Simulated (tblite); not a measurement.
`[S-]C(=O)CC(CC)=C` (charge -1). Structure optimised with GFN2-xTB, isolated species.

```
atom  x, y, z in Å
C1    -0.6177    1.8226    0.4943
C2    -0.0431    0.8286   -0.1732
C3    -0.8347   -0.0501   -1.1052
C4    -1.1729   -1.3874   -0.4469
C5     1.3899    0.4738    0.0231
C6     1.5541   -0.4852    1.2448
O7     1.2383   -0.0936    2.3584
S8     2.2048   -1.9923    0.8519
H9    -1.6697    2.0457    0.3951
H10   -0.0646    2.4272    1.1927
H11   -0.2528   -0.2399   -2.0123
H12   -1.7598    0.4597   -1.3951
H13   -0.2599   -1.9021   -0.1566
H14   -1.7692   -1.2237    0.4488
H15   -1.7319   -2.0252   -1.1322
H16    1.8077   -0.0136   -0.8581
H17    1.9746    1.3674    0.2604
```

(1) Work out the bond lengths C1=C2, C2–C5, C3–C4, C3–H11, C4–H15, C5–C6, C5–H17, C6=O7 in pm.

(2) How far are the heavy atoms from their best plane (unweighted least squares)?

(3) How far apart are these pairs, which share no bond: C1···H15, C3···H9, C4···C6, O7···H13?

(4) What is the repulsion energy of the bare nuclei, Σ ZA·ZB/RAB?

(5) Give the dihedral angles C1–C2–C5–H17, H10–C1–C2–C5, C3–C2–C5–C6.

(6) What are the angles H9–C1–H10, H13–C4–H14, C3–C4–H14, O7–C6–S8, C5–C6–S8?

Results:

(1) For C1=C2 the difference vector is (0.5746, -0.9940, -0.6675) Å, of length 1.3281 Å. C1=C2 132.8; C2–C5 148.9; C3–C4 152.8; C3–H11 109.4; C4–H15 109.0; C5–C6 156.2; C5–H17 109.4; C6=O7 122.2 pm.

(2) 0.592 Å rms; C1 0.28, C2 0.33, C3 0.28, C4 0.75, C5 1.02, C6 0.00, O7 0.92, S8 0.33 Å (magnitudes).

(3) C1···H15 4.323 Å (4 bonds apart); C3···H9 2.709 Å (3 bonds apart); C4···C6 3.334 Å (4 bonds apart); O7···H13 3.441 Å (6 bonds apart).

(4) 429.59 Eh over 136 pairs, with full nuclear charges and distances in bohr; the largest single term is 30.10 Eh (C6 with S8).

(5) C1–C2–C5–H17 -32° (synclinal); H10–C1–C2–C5 1° (synperiplanar); C3–C2–C5–C6 -92° (anticlinal). Dihedral signs follow IUPAC: positive where, seen along the central bond, the front bond turns clockwise onto the rear one.

(6) From the scalar product of the two bond vectors; for H9–C1–H10 it is -0.5163 Å² over 1.0800 × 1.0767 Å², cos θ = -0.4440. H9–C1–H10 116.4°; H13–C4–H14 108.1°; C3–C4–H14 110.1°; O7–C6–S8 126.7°; C5–C6–S8 114.0°.

Its GFN2-xTB frequencies are all real (lowest 29 cm⁻¹).

One conformer stands for the species.

These are computed values.
